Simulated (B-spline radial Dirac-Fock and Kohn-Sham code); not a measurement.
# Dipole and non-dipole photoemission parameters of Ir⁶⁺ 4d3/2

System: Ir⁶⁺, [Xe] 4f14 5d3; threshold 402.9 eV (orbital energy of the model). These are calculated numbers from a radial finite-basis atomic code; the model is Dirac-Hartree-Slater photoionisation with a Latter tail; cross sections with all multipoles, angular parameters from the dipole term and its interference with E2.

Input of the calculation (task.json; shells as n, l, electrons):

```json
{"items": [{
  "Z": 77,
  "q": 6,
  "cfg": [[1, 0, 2], [2, 0, 2], [2, 1, 6], [3, 0, 2], [3, 1, 6], [3, 2, 10], [4, 0, 2], [4, 1, 6], [4, 2, 10], [4, 3, 14], [5, 0, 2], [5, 1, 6], [5, 2, 3]],
  "A": 193,
  "rrms": 5.4032,
  "do": "xps",
  "hv": [51.7, 64.3, 68.3, 72.2, 80, 97.8, 118.0, 232.0, 238.0, 300, 301.0, 357.0, 478.0, 523.0, 536.0, 600, 733.0, 800, 1030.0, 1120.0, 1253.6, 1510.0, 2000, 2020.0, 2670.0, 3620.0, 4000, 4710.0, 8047.8, 9200.0]
}]}
```

Command: `python xray2_run.py task.json out`

For linearly polarised light dσ/dΩ = σ/(4π) [1 + β P₂(cos θ) + (δ + γ cos²θ) sin θ cos φ], with θ from the polarisation vector and φ the angle between the beam and the projection of the electron momentum on the plane normal to the polarisation.

```
hν (eV)  σ (kb)       β       γ      δ
    478     200  -0.744  -0.190  0.158
    523     224  -0.491  -0.134  0.169
    536     229  -0.416  -0.106  0.166
    600     242  -0.093   0.031  0.138
    733     235   0.361   0.166  0.074
    800     224   0.517   0.174  0.052
   1030     176   0.856   0.098  0.014
   1120       ?       ?       ?      ?
 1253.6     135   1.039   0.015  0.005
   1510    99.8   1.165  -0.037  0.006
   2000    58.8   1.293  -0.037  0.017
   2020    57.6   1.296  -0.035  0.017
   2670    31.5   1.364   0.072  0.032
   3620    15.1   1.386   0.292  0.050
   4000    11.7   1.384   0.385  0.057
   4710    7.55   1.371   0.553  0.069
 8047.8    1.60   1.263   1.205  0.124
   9200    1.06   1.223   1.381  0.144
```

Question: Give the values at 1120 eV.

Answer: σ = 158 kb, β = 0.941, γ = 0.061, δ = 0.008.
